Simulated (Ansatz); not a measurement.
Basis-set extrapolation for C3H8BNSi (`BC(C)([SiH3])C#N`) (PBE0-D4/def2-TZVP geometry, frozen core, Ansatz 0.2.0). Multiplicity 1, RHF reference.

|  | def2-TZVPP | def2-QZVPP |
| --- | --- | --- |
| HF | -486.382860 | -486.400395 |
| MP2 correlation | -0.911303 | -0.969872 |
| CCSD(T) correlation | -1.005099 | not run |

Energies in hartree. Use E(X) = E(∞) + A·exp(−7.88·√X) for Hartree–Fock and E(X) = E(∞) + B·X^(−2.97) for correlation, with X = 3 and 4, and add CCSD(T) minus MP2 of the smaller set to the MP2 limit.

Problem. What is the CCSD(T) energy at the basis-set limit?

Solution. HF limit: -486.400395 + (-0.017535) × 0.13774 = -486.40281. MP2 limit: -0.969872 + (-0.058569) × 0.74074 = -1.01326. Higher-order term: -1.005099 − (-0.911303) = -0.09380. Total: -487.50987 hartree, 3.32 eV below CCSD(T)/def2-TZVPP.
